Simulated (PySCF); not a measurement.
Computed shifts of a molecule C3H10OSi2, PBE0/pcSseg-1 in PySCF, GIAO, gas phase, atoms alike by connectivity averaged where their shifts nearly agree, in ppm (number of nuclei): ¹³C: 144.6 (1), 141.1 (1), 29.0 (1). ²⁹Si: -13.4 (1), -60.7 (1). ¹H: 6.21 (1), 5.99 (1), 4.96 (1), 4.85 (1), 4.49 (3), 2.30 (1), 2.18 (1), 1.19 (1). References: ¹³C against TMS (σ = 186.3 ppm); ²⁹Si against TMS (σ = 352.7 ppm); ¹⁷O against H2O (σ = 334.2 ppm); ¹H against TMS (σ = 31.56 ppm), references at their B3LYP-D3(BJ)/def2-TZVP geometries, non-relativistic. Coordinates come from a PBE0-D3(BJ)/def2-SVP optimisation. The values are those of a single conformer.

### Question
Which molecule gave these data?
(A) C[C@]1([SiH3])OC[SiH2]1
(B) C=C[SiH2][SiH2]OC
(C) C=C([SiH3])C[SiH2]O
(D) C=C[SiH2]O[SiH2]C

### Answer
C, C=C([SiH3])C[SiH2]O
